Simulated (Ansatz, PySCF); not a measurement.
This Ansatz (a program for electronic structure) input computes a r2SCAN/def2-TZVPD energy:

Ansatz 0.2 input:
```yaml
crystal:
  periodic: [false, false, false]
  atoms:
    - {symbol: B, position_ang: [0.80665904, 0.08227954, 0.00928630]}
    - {symbol: C, position_ang: [-0.70792985, -0.07220912, -0.00814973]}
    - {symbol: H, position_ang: [1.50760275, -0.81758093, -0.33993101]}
    - {symbol: H, position_ang: [1.30337086, 1.10430134, 0.37229109]}
    - {symbol: H, position_ang: [-1.21542604, -0.88917951, -0.51270458]}
    - {symbol: H, position_ang: [-1.38126363, 0.62431615, 0.48281134]}
basis:
  gaussian:
    orbitals: def2-TZVPD
hamiltonian:
  xc: {name: r2SCAN}
magnetization: {spin_polarized: true, initial_magnetization: 1}
output: {forces: true}
```

Question: Write an input for the same energy in PySCF and say what it gives.

Answer: 
```python
from pyscf import gto, scf, dft

mol = gto.M(
    atom='''
    B     0.80665904    0.08227954    0.00928630
    C    -0.70792985   -0.07220912   -0.00814973
    H     1.50760275   -0.81758093   -0.33993101
    H     1.30337086    1.10430134    0.37229109
    H    -1.21542604   -0.88917951   -0.51270458
    H    -1.38126363    0.62431615    0.48281134
    ''',
    basis='def2-tzvpd',
    charge=0,
    spin=1,
    verbose=4,
)

mf = dft.UKS(mol, xc='r2scan').density_fit(auxbasis='def2-universal-jkfit')
mf.grids.level = 4
mf.conv_tol = 1e-9
mf.max_cycle = 100
mf.max_memory = 1500
mf.kernel()
if not mf.converged:
    mf = mf.newton()
    mf.kernel(mf.make_rdm1())
for _ in range(2):
    mo, _, stable, _ = mf.stability(return_status=True)
    if stable:
        break
    mf.kernel(mf.make_rdm1(mo, mf.mo_occ))
mf.analyze()
```
It gives -65.25678 Eh, and Ansatz -65.25673 Eh, a difference of 0.05 mEh, from the treatment of integrals and grids.

It need not be the lowest isomer of its formula.
